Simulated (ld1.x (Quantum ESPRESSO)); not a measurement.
**Building the TM potential for phosphorus (Wu–Cohen, scalar-relativistic).**

- Element: P (Z = 15)
- Generator: ld1.x (Quantum ESPRESSO) 7.5
- Type: norm-conserving Troullier–Martins (Kleinman–Bylander form)
- Functional: Wu–Cohen
- Relativity: scalar-relativistic
- Frozen core: [Ne]
- Valence charge: 5
- Reference configuration: 3s2 3p3
- Partial waves: 3s (bound): rc 1.15 bohr; 3d channel at 0.4 Ry: rc 1.55 bohr; 3p (bound): rc 1.75 bohr
- Local potential: the p channel
- Core correction: none

(1) Estimate the cutoffs (Ry, on a coarse ladder) from which the occupation-weighted sum of valence levels, in a spherical-Bessel basis at the reference potential, stays within 10 and 1 mRy of its value at 400 Ry.

(2) Does the potential have ghost states?

(3) Which valence shell sets the plane-wave cutoff?

(4) Tests: 3s2 3p2; 3s2 3p1; 3s2 3p0; 3s2 3p2.5; 3s1 3p4; 3s2 3p3.3; 3s0 3p5. Which has the largest error in its energy relative to the reference configuration, and how large is it?

Answers

(1) 55 Ry and 140 Ry.

(2) No extra level below or beside the all-electron valence levels (s, d, p, f tested).

(3) 3s: its level needs 110 Ry to come within 1 mRy, against 18 Ry for 3p.

(4) 3s2 3p0, with +114 meV (all-electron minus pseudo) on +58.60 eV.
